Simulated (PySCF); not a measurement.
AsH₃: BP86 against PBE0

Base calculation in PySCF with density fitting and no spin–orbit coupling, BP86/def2-TZVP (no relativity): singlet, C3v, As–H 1.536 Å (×3); H–As–H 91.2° (×3); wavenumbers 901, 982 (×2), 2118, 2135 (×2) cm⁻¹; dipole moment 0.25 D, gap between the highest occupied and lowest empty levels 6.50 eV, polar-tensor charge of As 0.39 e, atomisation energy (no zero-point energy) 956 kJ/mol.

What changes on going to PBE0/def2-TZVP (no relativity)?

The point group stays the same. Changes: mean bond to As -0.014 Å, smallest bond angle +0.8 degrees, highest wavenumber +93 cm⁻¹, lowest wavenumber +21 cm⁻¹, dipole moment +0.09 D, gap between the highest occupied and lowest empty levels +1.99 eV, polar-tensor charge of As 0.00 e, atomisation energy (no zero-point energy) -56 kJ/mol. The new structure has As–H 1.522 Å (×3); H–As–H 92.0° (×3), with wavenumbers 922, 1018 (×2), 2215, 2228 (×2) cm⁻¹.

Only the bonding shown was studied: isomers, or loss of a ligand pair, can lie lower.
